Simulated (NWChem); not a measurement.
AlCl$_{2}$, doublet; SMILES [Cl][Al][Cl]

```xyz
3

Al     0.0000     0.0000     0.7738
Cl     1.8385     0.0000    -0.2958
Cl    -1.8385     0.0000    -0.2958
```
Atoms are numbered in this order, from 1.

Program: NWChem. Pople sets run with spherical d functions. Spin-unrestricted. In the optimisation the excess spin sits in a1 (C2v, its own frame). All runs use the structure optimised with PBE-D3(BJ)/def2-SVP, spin-unrestricted. The spin multiplicity was typed, not searched, and may not be the lowest. No stability test was run on the SCF state. Vertical excitations in the gas phase; the lowest state need not have the same character in each row. Excited states of an open shell can be spin-contaminated.

Question: Order these by “lowest excitation (eV)”, lowest first: UHF/6-31+G*, CIS; PBE/6-31+G*, TDA; LRC-wPBEh/6-31+G*, TDA.

Answer: PBE/6-31+G*, TDA (3.17), LRC-wPBEh/6-31+G*, TDA (3.27), UHF/6-31+G*, CIS (3.50)
